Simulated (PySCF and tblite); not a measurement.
The numbers below are computed, except where a source is named.
System: C7H6ClF, numbered as in [F:1][C:2]1=[C:3]([Cl:4])[CH2:5][CH:6]=[CH:7][CH:8]=[CH:9]1.

Motion: shift of H on C5 from C5 to C8. GFN2-xTB gives an electronic barrier of 30.8 kcal/mol and a reaction energy of 0.6 kcal/mol.

Tunnelling of the moving H, left out here, will speed the real process.

Question: What does revPBE/pcSseg-1 + D3(BJ), IEF-PCM tetrahydrofuran give on PBE0-D3(BJ)/def2-SVP geometries?

Answer: A barrier of 35.0 kcal/mol, 4.2 above the tight-binding barrier (from unrounded values), a reaction energy of 1.6 kcal/mol and, with GFN2-xTB thermal terms, ΔG‡(298 K) = 32.3 kcal/mol and k = 1.4×10⁻¹¹ s⁻¹ (1 equivalent path).

Question: And the level of the geometries itself, PBE0-D3(BJ)/def2-SVP?

Answer: 36.7 kcal/mol.

Programs: tblite and PySCF.
